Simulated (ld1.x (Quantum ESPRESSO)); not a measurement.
# Configuration tests for Zn (Z = 30) (PAW)

```
Element                 : Zn (Z = 30)
Generator               : ld1.x (Quantum ESPRESSO) 7.5
Type                    : PAW
Functional              : PBE
Relativity              : non-relativistic
Frozen core             : [Ne] 3s2
Valence charge          : 18
Reference configuration : 3p6 3d10 4s1.5 4p0 (charge +0.5)
Partial waves           : 4s (bound): rcut 2.05, rcutus 2.35 bohr; 4s channel at 1.4 Ry: rcut 2.05, rcutus 2.35 bohr; 3p (bound): rcut 1.15, rcutus 1.45 bohr; 4p (bound, empty): rcut 1.15, rcutus 1.45 bohr; 3d (bound): rcut 0.65, rcutus 0.70 bohr; 3d channel at 0.4 Ry: rcut 0.65, rcutus 0.70 bohr
Local potential         : all-electron potential smoothed inside 1.65 bohr (lloc = -2)
Core correction         : Bessel-smoothed model core, default radius (core density twice the valence density)
Augmentation charge     : PSQ, inside the norm-conserving radii
```

Energies are relative to the spin-unpolarised reference configuration 3p6 3d10 4s1.5 4p0; without spin polarisation the order of configurations can differ from experiment. Not all tests gave a result: test run stopped at test 5 of 7 (negative rho).

```json
{"valence configuration": "3p6 3d10 4s1 4p0", "charge": "+1", "ΔE all-electron (eV)": "5.820", "error AE − PS (meV)": "-0.1"}
{"valence configuration": "3p6 3d10 4s1 4p1", "charge": "0", "ΔE all-electron (eV)": "1.024", "error AE − PS (meV)": "-0.1"}
```

(1) What are ΔE and the potential's error for 3p6 3d10 4s2 4p0?

(2) What are ΔE and the potential's error for 3p6 3d10 4s0 4p0?

Levels in the configuration 3p6 3d10 4s2 4p0:

| level | all-electron (eV) | pseudo (eV) |
| --- | --- | --- |
| 3p | -82.371 | -82.372 |
| 3d | -10.566 | -10.567 |
| 4s | -5.825 | -5.825 |

Results:

(1) ΔE = -3.847 eV all-electron; the error (AE − PS) is -0.1 meV.

(2) ΔE = 23.902 eV all-electron; the error (AE − PS) is -2.4 meV.
